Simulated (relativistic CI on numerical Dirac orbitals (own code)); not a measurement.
## What each ingredient does to the levels of Ag39+

Base calculation: Dirac-Coulomb-Breit CI, orbitals from a KLI potential per configuration, model QED (radiative potential, 1s self-energy scaled to tabulated hydrogen-like ionisation energies), unscaled Slater integrals.

Configuration list (outside the closed core 1s2): 2s2 2p4, 2s 2p5, 2p6, 2p5 3s, 2p5 3p, 2p5 3d, 2s2 2p3 3s, 2s2 2p3 3p, 2s2 2p3 3d, 2s 2p4 3s, 2s 2p4 3p, 2s 2p4 3d, 2s2 2p3 4s, 2s2 2p3 4p, 2s2 2p3 4d, 2s2 2p3 4f, 2s 2p4 4s, 2s 2p4 4p, 2s 2p4 4d, 2s 2p4 4f, 2s2 2p2 3s2, 2s2 2p2 3s 3p, 2s2 2p3 5s, 2s2 2p3 5p, 2s2 2p3 5d, 2s2 2p3 5f, 2s2 2p3 5g, 2s2 2p2 3s 3d, 2s2 2p2 3p2, 2s2 2p2 3p 3d, 2s 2p3 3s2, 2s2 2p2 3d2, 2s 2p3 3s 3p, 2s 2p3 3s 3d, 2s 2p3 3p2, 2s 2p4 5s. Levels of other configurations are missing.

Variants: (1) one mean potential for all configurations. Shifts of the energy above 2s2 2p4 3P_2, in eV, for the lowest level and the first level of each name with at least 55 % of one term (blank where a level changes its place among those of its configuration and J or its character, or is not in the variant):

| Level | Base | Δ(1) |
| --- | --- | --- |
| 2s2 2p4 3P_2 | 0.00 | 0.00 |
| 2s2 2p4 1S_0 | 30.82 | -0.01 |
| 2s2 2p4 3P_1 | 178.49 | +0.04 |
| 2s2 2p4 1D_2 | 193.91 | +0.03 |
| 2s2 2p4 3P_0 | 383.76 | +0.07 |
| 2s 2p5 3P°_2 | 396.55 | +0.08 |
| 2s 2p5 3P°_0 | 581.80 | +0.08 |
| 2p6 1S_0 | 867.11 | +0.28 |
| 2s2 2p3 3p 3P_0 | 3433.83 | +0.43 |
| 2s2 2p3 3s 3D°_3 | 3473.94 | +0.70 |
| 2s2 2p3 3s 1D°_2 | 3479.52 | +0.66 |
| 2s2 2p3 3d 3P°_0 | 3481.42 | +0.39 |
| 2s2 2p3 3s 3P°_0 | 3499.94 | +0.61 |
| 2s2 2p3 3s 3P°_1 | 3501.10 | +0.54 |
| 2s2 2p3 3p 3D_1 | 3561.03 | +0.60 |
| 2s2 2p3 3p 3F_4 | 3590.05 | +0.74 |
| 2s 2p4 3s 5P_3 | 3641.12 | +0.47 |
| 2s 2p4 3s 3P_2 | 3657.61 | +0.61 |

At this charge energies of transitions that change n are usually good to better than 1 %, and those within a shell (Δn = 0) to a few per cent.

Ionisation energy from the two ground configurations alone: base 5962.8 eV. The NIST ASD value (semi-empirical) is 5966 eV.

LS names give the leading component of a level, which can be under half, so a name can repeat, a term be missing and a line seem to break the LS rules.
